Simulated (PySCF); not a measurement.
# One molecule, several mistakes: BC3H7

These are calculations, not measurements. They come from PySCF 2.14.0, an open-source quantum chemistry program, on an isolated molecule that a program drew, which may never have been made. The molecule is BC3H7 (charge 0, singlet), drawn as the SMILES string `CB=CC`.

Each row is a Hartree-Fock (HF) and frozen-core CCSD(T) single point in the cc-pVDZ basis, meant for a local HF minimum. Run 1 is clean. Each other run has one planted mistake out of seven kinds, and not every kind appears here: one electron removed, one electron added, multiplicity raised by two, geometry at a saddle point, minimal basis STO-3G, one bond length entered in bohr, all coordinates scaled. The reference is restricted for singlets and unrestricted otherwise, and also for a bond in bohr. Adding or removing an electron swaps singlet and doublet. Electrons count all cores. HOMO and LUMO are orbital energies over both spins, the gradient is its largest component, and the lowest frequency (negative if imaginary) is given only where the gradient is small. Bond lengths are over the 10 bonds as drawn. T1 is the CCSD diagnostic: over 0.02 (restricted) or 0.045 (unrestricted) a single reference is doubtful.

Geometry of the clean run:
```xyz
11
BC3H7, angstrom
C    -3.5164   -2.6828   -1.1451
B    -2.1546   -2.0117   -0.8489
C    -0.9392   -1.3742   -0.6509
C     0.0044   -1.4653    0.5272
H    -3.4443   -3.7702   -1.2107
H    -3.8495   -2.3172   -2.1241
H    -4.2848   -2.4121   -0.4183
H    -0.6264   -0.7161   -1.4625
H    -0.3708   -2.1407    1.2989
H     0.9886   -1.8328    0.2222
H     0.1549   -0.4875    0.9941
```

```
run  electrons  basis functions  <S^2>  HOMO (eV)  LUMO (eV)  gradient (hartree/bohr)  lowest frequency (cm^-1)  mean bond (Å)  longest bond (Å)      T1  HF (hartree)  CCSD(T) (hartree)                          mistake
  1         30               91  0.000      -8.03       3.19                  3.6e-05                        68         1.2096             1.547  0.0105    -142.32219         -142.88968                         no fault
  2         30               91  0.000      -7.84       2.61                  5.5e-02                         -         1.3185             1.686  0.0122    -142.25213         -142.84278           all coordinates scaled
  3         31               91  0.805       1.09       9.53                  2.5e-02                         -         1.2096             1.547  0.0172    -142.24174         -142.82793               one electron added
  4         30               91  0.702      -8.19       2.59                  1.9e-02                         -         1.3068             2.064  0.0563    -142.19653         -142.76137  one bond length entered in bohr
  5         29               91  0.757     -16.95      -5.49                  8.3e-02                         -         1.2096             1.547  0.0140    -142.07771         -142.59966                                ?
```

**Which mistake was planted in run 5, and what did it cost?**

It counts 29 electrons, one fewer than the clean run, at the same geometry and basis. So the mistake is: one electron removed. Subtracting run 1 and multiplying by 627.51 kcal/mol a hartree, the energy moved by 153.4 kcal/mol in HF and 182.0 kcal/mol in CCSD(T).

Cautions from the logs. Run 3: the HOMO is above zero, so the electron isn't bound and the energy depends on the basis; run 4: T1 is over the limit, so its CCSD(T) energy is less reliable.
